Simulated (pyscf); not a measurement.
## Four-centre exchange: H₃Si–Te–SiH₃ + Cl–Ge:–Cl [singlet] → H₃Si–Cl + H₃Si–Te–Ge:–Cl [singlet]

Gas phase, singlet surface, charge 0. Bonds broken: Si1–Te2, Ge10–Cl11. Bonds formed: Si1–Cl11, Te2–Ge10. Structures and frequencies: ωB97X-D3(BJ)/def2-SVP in PySCF.

Transition state (Å):

```xyz
12

Si    -2.5437     1.1491    -0.5015
Te    -1.3613    -1.2062     0.3658
Si     0.7490    -0.4196    -0.6983
H     -2.1369     0.6373    -1.8480
H     -3.9006     0.6977    -0.1108
H     -2.5729     2.6195    -0.7624
H      1.9068    -1.1918    -0.1904
H      0.5436    -0.6924    -2.1485
H      0.8711     1.0424    -0.4745
Ge    -0.9212    -0.0933     2.7662
Cl    -1.5885     1.9270     1.5360
Cl     1.2602     0.2385     2.4971
```

One imaginary mode, 276i cm⁻¹; descent along it reached the two sides named, in the forms told below.

```
bond       change  reactant side (Å)  saddle  product side
---------  ------  -----------------  ------  ------------
Si1–Te2    breaks              2.505     2.8           3.8
Ge10–Cl11  breaks              2.248   2.458           3.0
Si1–Cl11    forms                3.4   2.381         2.095
Te2–Ge10    forms                2.8     2.7         2.566
```

Electronic energies relative to the separated reactants (eV):

| level | barrier | reaction energy | reverse barrier |
|---|---|---|---|
| ωB97X-D3(BJ)/def2-TZVP | 0.05 | -0.30 | 0.35 |
| PBE/def2-TZVP | 0.32 | -0.23 | 0.56 |
| r²SCAN/def2-TZVP | 0.29 | -0.28 | 0.57 |
| B3LYP-D3(BJ)/def2-TZVP | 0.24 | -0.30 | 0.54 |
| PBE0-D3(BJ)/def2-TZVP | 0.15 | -0.26 | 0.42 |
| M06-2X/def2-TZVP | 0.38 | -0.26 | 0.64 |
| ωB97M-D3(BJ)/def2-TZVP | 0.42 | -0.22 | 0.64 |
| HF/def2-TZVP | 1.35 | -0.21 | 1.56 |

With ωB97M-D3(BJ)/def2-TZVP energies and thermal terms (ideal gas, 1 atm, RRHO with modes under 100 cm⁻¹ raised to 100, one conformer, R ln 2 for chiral ones without a mode under 150 cm⁻¹), in eV:

| T (K) | ΔH‡ | ΔG‡ | ΔH | ΔG |
|---|---|---|---|---|
| 298 | 0.46 | 1.05 | -0.20 | -0.14 |
| 600 | 0.48 | 1.65 | -0.20 | -0.07 |
| 900 | 0.50 | 2.23 | -0.21 | -0.01 |
| 1200 | 0.53 | 2.80 | -0.21 | +0.06 |

On the reactant side the descent ends in an adduct with a Ge–Te contact, 0.85 eV under the separated species and 0.90 eV under the saddle at ωB97X-D3(BJ)/def2-TZVP. On the product side the descent ends in a complex, 0.32 eV under the separated species and 0.66 eV under the saddle at ωB97X-D3(BJ)/def2-TZVP. What is counted as formed (Ge–Te) is already present as a longer contact in the reactant adduct; forming that adduct is a step of its own. This is the saddle that the search found; another between the same sides may lie lower. Elements up to Kr have no core potential and no relativistic terms here. Elements past Kr carry the def2 core potentials, without spin-orbit coupling.
